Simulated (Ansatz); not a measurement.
Reaction (SMILES): Cl[Se]Cl + H+ → Cl[SeH+]Cl
B3LYP-D3(BJ)/def2-TZVP geometries, fixed; electronic energies without zero-point terms; positive where energy is released.

The proton affinity at CCSD(T) with Ansatz (a quantum-chemistry and plane-wave program), in kcal/mol, split into its Hartree-Fock and correlation parts. Cores are frozen (with 3d on Ga to Br). The proton sits at the site shown, which need not be the one that binds it best. No added dispersion term, no relativity. Functions are those of the species that has most.

```json
[
 {"basis": "aug-cc-pV(D+d)Z", "X": "2", "functions": "109", "Hartree-Fock": "163.66", "CCSD(T)": "168.52"},
 {"basis": "aug-cc-pV(T+d)Z", "X": "3", "functions": "192", "Hartree-Fock": "166.55", "CCSD(T)": "169.27"},
 {"basis": "aug-cc-pV(Q+d)Z", "X": "4", "functions": "317", "Hartree-Fock": "166.97", "CCSD(T)": "168.49"}
]
```

Worked estimate of the basis-set limit from each neighbouring pair, with Hartree-Fock from the larger set and the correlation part extrapolated as X^-3.
Correlation parts: X = 2: 4.86, X = 3: 2.72, X = 4: 1.52.
- (2,3): (27·(2.72) - 8·(4.86))/19 = 1.82; with Hartree-Fock 166.55 the estimate is 168.37 kcal/mol.
- (3,4): (64·(1.52) - 27·(2.72))/37 = 0.64; with Hartree-Fock 166.97 the estimate is 167.61 kcal/mol.
The last two estimates differ by 0.75 kcal/mol; the largest set lies 0.88 from the last. Over the last step Hartree-Fock moves by 0.42 and the correlation part by -1.20.
